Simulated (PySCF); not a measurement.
CH4BrInO. Atoms are numbered in the order given.

```xyz
8

In    -0.5850     0.0352     0.3696
Br     1.5395    -0.1035    -0.9588
C     -0.9776    -1.1456     2.1114
H     -0.9602    -2.2084     1.8325
H     -1.9617    -0.8771     2.5181
H     -0.1935    -0.9543     2.8571
O     -1.8455     1.3767    -0.4047
H     -1.4715     1.7978    -1.1923
```

Coordinates come from a r2SCAN-D4/def2-SVP optimisation. The structure was generated by enumeration; whether it is a known compound was not checked. The def2 effective core potentials stand for the cores of In; spin–orbit coupling is left out. Other conformers were not sampled.

The numbers are results of TDDFT-PBE/def2-SVPD run with PySCF, not measurements.

Vertical excitations. Isolated molecule, no solvent.

Computed excitation energies, oscillator strengths and character:
```json
[
 {"state": "S1", "energy (eV)": "4.52", "λ (nm)": "274", "f": "0.034", "main pairs": "HOMO→LUMO 95 %"},
 {"state": "S2", "energy (eV)": "4.53", "λ (nm)": "274", "f": "0.000", "main pairs": "HOMO−1→LUMO 100 %"},
 {"state": "S3", "energy (eV)": "4.89", "λ (nm)": "254", "f": "0.000", "main pairs": "HOMO→LUMO+1 99 %"},
 {"state": "S4", "energy (eV)": "4.94", "λ (nm)": "251", "f": "0.030", "main pairs": "HOMO−2→LUMO 99 %"},
 {"state": "S5", "energy (eV)": "5.11", "λ (nm)": "242", "f": "0.004", "main pairs": "HOMO−1→LUMO+1 68 %, HOMO−3→LUMO 28 %"},
 {"state": "S6", "energy (eV)": "5.57", "λ (nm)": "223", "f": "0.020", "main pairs": "HOMO−2→LUMO+1 71 %, HOMO−4→LUMO 20 %"},
 {"state": "S7", "energy (eV)": "5.66", "λ (nm)": "219", "f": "0.001", "main pairs": "HOMO−3→LUMO+1 99 %"},
 {"state": "S8", "energy (eV)": "5.89", "λ (nm)": "210", "f": "0.240", "main pairs": "HOMO−3→LUMO 56 %, HOMO−1→LUMO+1 20 %"},
 {"state": "S9", "energy (eV)": "6.03", "λ (nm)": "206", "f": "0.004", "main pairs": "HOMO−4→LUMO+1 99 %"},
 {"state": "S10", "energy (eV)": "6.31", "λ (nm)": "197", "f": "0.277", "main pairs": "HOMO−4→LUMO 60 %, HOMO−2→LUMO+1 17 %"},
 {"state": "T1", "energy (eV)": "4.16", "λ (nm)": "298", "f": "0", "main pairs": "HOMO→LUMO 99 %"},
 {"state": "T2", "energy (eV)": "4.28", "λ (nm)": "290", "f": "0", "main pairs": "HOMO−1→LUMO 98 %"},
 {"state": "T3", "energy (eV)": "4.61", "λ (nm)": "269", "f": "0", "main pairs": "HOMO−2→LUMO 98 %"},
 {"state": "T4", "energy (eV)": "4.72", "λ (nm)": "263", "f": "0", "main pairs": "HOMO−3→LUMO 58 %, HOMO−1→LUMO+1 40 %"}
]
```
Triplets are in the Tamm–Dancoff approximation, which puts them higher than full response would, so one can lie above its singlet here.
